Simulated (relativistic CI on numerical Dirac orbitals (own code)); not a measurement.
**Hyperfine structure of Pm L, mass number 147**

Method of calculation: Dirac-Coulomb-Breit CI, separate exchange-only KLI orbitals for each configuration, model QED, unscaled Slater integrals (own radial code, finite nucleus).

CI space (outside the closed core [Ne]): 3s2, 3s 3p, 3p2, 3s 3d, 3d2, 3p 3d, 3p 4s, 3d 4s, 3s 4s, 3s 4p, 3s 4d, 3s 4f, 3s 5s, 3s 5p, 3s 5d, 3s 5f. Levels of other configurations are missing.

Nuclear spin I = 7/2, μ = 2.58 μN, Q = 0.74 b (tables of Stone and Pyykkö). The electronic factors are computed for point nuclear moments, without core polarisation or the Bohr-Weisskopf and QED corrections.

```json
{"Level": "3s 3p 3P°_1", "E (Ry)": "8.4338", "A (GHz)": "1219", "B (GHz)": "-30.2"}
{"Level": "3s 3p 3P°_2", "E (Ry)": "18.5391", "A (GHz)": "537", "B (GHz)": "164"}
{"Level": "3s 3p 1P°_1", "E (Ry)": "20.7751", "A (GHz)": "-341.4", "B (GHz)": "111"}
{"Level": "3p2 1D_2", "E (Ry)": "28.3576", "A (GHz)": "226.2", "B (GHz)": "148"}
{"Level": "3p2 3P_1", "E (Ry)": "28.4397", "A (GHz)": "-46.46", "B (GHz)": "82.3"}
{"Level": "3s 3d 3D_1", "E (Ry)": "30.9504", "A (GHz)": "-418.9", "B (GHz)": "14.6"}
{"Level": "3s 3d 3D_2", "E (Ry)": "31.4844", "A (GHz)": "408.9", "B (GHz)": "24"}
{"Level": "3s 3d 3D_3", "E (Ry)": "33.4218", "A (GHz)": "331.1", "B (GHz)": "37.6"}
```

Levels with J = 0, under 50 % of one LS term, or S terms without an open s electron are left out. Small factors come from cancelling terms and can be off by tens of per cent or more.

At this charge energies of transitions that change n are usually good to better than 1 %, and those within a shell (Δn = 0) to a few per cent.

**Question.** Give the hyperfine levels of 3s 3p 3P°_1 relative to its centre of gravity.

**Answer.** With K = F(F + 1) − I(I + 1) − J(J + 1), E = AK/2 + B[¾K(K + 1) − I(I + 1)J(J + 1)]/[2I(2I − 1)J(2J − 1)]: F = 5/2: -5503, F = 7/2: -1198, F = 9/2: 4260 GHz.

LS names give the leading component of a level, which can be under half, so a name can repeat, a term be missing and a line seem to break the LS rules.
